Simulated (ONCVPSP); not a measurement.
Reading a pseudo-wave (aluminium (Al))

Columns: radius, all-electron u(r) and pseudo u(r) of the 3s shell (level -7.75 eV) of aluminium in the configuration [Ne] 3s2 3p1; PBE, scalar-relativistic, ONCV scheme, ONCVPSP 4.0.1.

| r (bohr) | all-electron | pseudo |
| --- | --- | --- |
| 0.152 | 0.0199 | 0.0195 |
| 0.305 | -0.2409 | 0.0456 |
| 0.458 | -0.2903 | 0.0826 |
| 0.610 | -0.1953 | 0.1316 |
| 0.762 | -0.0409 | 0.1925 |
| 0.915 | 0.1242 | 0.2645 |
| 1.068 | 0.2745 | 0.3445 |
| 1.220 | 0.3993 | 0.4270 |
| 1.372 | 0.4976 | 0.5054 |
| 1.525 | 0.5715 | 0.5729 |
| 1.678 | 0.6235 | 0.6236 |
| 1.830 | 0.6560 | 0.6560 |
| 1.982 | 0.6721 | 0.6721 |
| 2.135 | 0.6744 | 0.6744 |
| 2.288 | 0.6657 | 0.6657 |
| 2.440 | 0.6484 | 0.6484 |
| 2.592 | 0.6248 | 0.6248 |
| 2.745 | 0.5964 | 0.5964 |
| 2.898 | 0.5649 | 0.5649 |
| 3.050 | 0.5317 | 0.5317 |
| 3.202 | 0.4978 | 0.4978 |
| 3.355 | 0.4635 | 0.4635 |
| 3.508 | 0.4298 | 0.4298 |
| 3.660 | 0.3973 | 0.3973 |
| 3.812 | 0.3662 | 0.3662 |
| 3.965 | 0.3363 | 0.3363 |

Q: How many radial nodes do the two functions have?

A: The all-electron 3s function has n − l − 1 = 2; the pseudo-wave has 0, since the states of the same l below it are removed with the core.

Q: At about which radius was the pseudo-wave matched?

A: 1.95 bohr. The columns agree to 0.0005 from 1.68 bohr on; several derivatives are matched, so the curves merge somewhat inside the radius.

Q: Is the pseudo-wave norm-conserving?

A: Yes: the ONCV scheme keeps the norm inside the radius equal to the all-electron one, which fixes the energy derivative of the logarithmic derivative at the level.
